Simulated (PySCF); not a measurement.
SCF from a fresh guess for quintet [IrF2]+, at the PBE0 minimum. PySCF input:

```python
from pyscf import gto, scf, dft
mol = gto.M(atom='''
Ir     0.000000     0.000000     0.000000
F      1.806270     0.000000     0.000000
F     -1.806270     0.000000     0.000000''',
    basis={'Ir': 'def2-TZVP', 'F': 'def2-TZVP'},
    ecp={'Ir': 'def2-TZVP'},
    charge=1, spin=4)
mf = dft.UKS(mol, xc='B3LYP')
mf.grids.atom_grid = (50, 194)
aux = {'Ir': 'def2-universal-JKFIT', 'F': 'def2-universal-JKFIT'}
mf = mf.density_fit(auxbasis=aux)
mf.conv_tol = 1e-08
mf.diis_space = 10
mf.max_cycle = 60
mf.init_guess = 'minao'
mf.verbose = 4
mf.kernel()
```

Excerpt of the output (cycles alone):

```
init E= -287.915818644818
cycle= 1 E= -303.645528493418  delta_E= -15.7  |g|= 0.575  |ddm|= 5.44
cycle= 2 E= -301.999255020333  delta_E= 1.65  |g|=  2.1  |ddm|= 1.44
cycle= 3 E= -303.740350253091  delta_E= -1.74  |g|= 0.17  |ddm|= 1.21
cycle= 4 E= -303.751766646473  delta_E= -0.0114  |g|= 0.0533  |ddm|= 0.165
cycle= 5 E= -303.752654049038  delta_E= -0.000887  |g|= 0.0063  |ddm|= 0.0402
cycle= 6 E= -303.752675545671  delta_E= -2.15e-05  |g|= 0.0012  |ddm|= 0.00658
cycle= 7 E= -303.752677131029  delta_E= -1.59e-06  |g|= 0.000435  |ddm|= 0.00158
cycle= 8 E= -303.752677418521  delta_E= -2.87e-07  |g|= 5.18e-05  |ddm|= 0.000856
cycle= 9 E= -303.752677424733  delta_E= -6.21e-09  |g|= 6.18e-06  |ddm|= 0.000145
Extra cycle  E= -303.752677424766  delta_E= -3.24e-11  |g|= 6.45e-06  |ddm|= 9.72e-06
converged SCF energy = -303.752677424766  <S^2> = 6.0057516  2S+1 = 5.0023001
```

No lower solution of this spin was found from smeared starts or by a stability analysis within the unrestricted form.

Other spin states or occupations of the open shell can lie lower. With an element this heavy the missing spin–orbit coupling can shift these numbers.

The search for the lowest solution, 3 starts and the stability check together, took 19 s on 4 threads of a shared Intel Xeon @ 2.50GHz (Skylake/Cascade Lake) host, with 102 basis functions; the process peaked at 0.45 GiB.
